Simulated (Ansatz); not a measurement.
Compare A (`C[SiH]1[SiH2]S1`) with its isomer B (`[SiH3]C1[SiH2]S1`).

Gas-phase electronic energies from Ansatz, PBE0-D4/def2-TZVP geometries. CCSD(T)/CBS is the MP2 limit (def2-TZVPP, def2-QZVPP) plus CCSD(T) − MP2 in def2-TZVPP, frozen cores. Functionals use def2-TZVPP.

(1) Which isomer does CCSD(T)/CBS put lower? Give the gap. (Best estimate.)

(2) Give E(B) − E(A) in kJ/mol with CCSD(T)/def2-TZVPP, BLYP-D4, CCSD(T)/def2-SVP, ωB97M-V, LDA (SPW92), r2SCAN-D4, HF/def2-TZVPP. (Best estimate.)

(3) Does the order hold for the free energy at 298.15 K (harmonic terms from PBE0-D4)? (Best estimate.)

Largest T1 diagnostic: 0.013.

Answers

(1) Ansatz gave: A, by 116.5 kJ/mol.

(2) Ansatz gave: CCSD(T)/def2-TZVPP 114.2, BLYP-D4 114.1, CCSD(T)/def2-SVP 108.8, ωB97M-V 115.8, LDA (SPW92) 130.0, r2SCAN-D4 128.5, HF/def2-TZVPP 111.0. None reverses the order clearly.

(3) The calculation gave: Yes: G(B) − G(A) = +104.5 kJ/mol.

Leaving LDA and LC-ωPBE aside and taking each functional with its dispersion term where it has one, the values, not all of them listed here, spread over 18.2 kJ/mol, from BLYP-D4 to B97M-V. At CCSD(T), def2-SVP lies −7.7 kJ/mol from the extrapolated value and def2-TZVPP −2.4 kJ/mol.
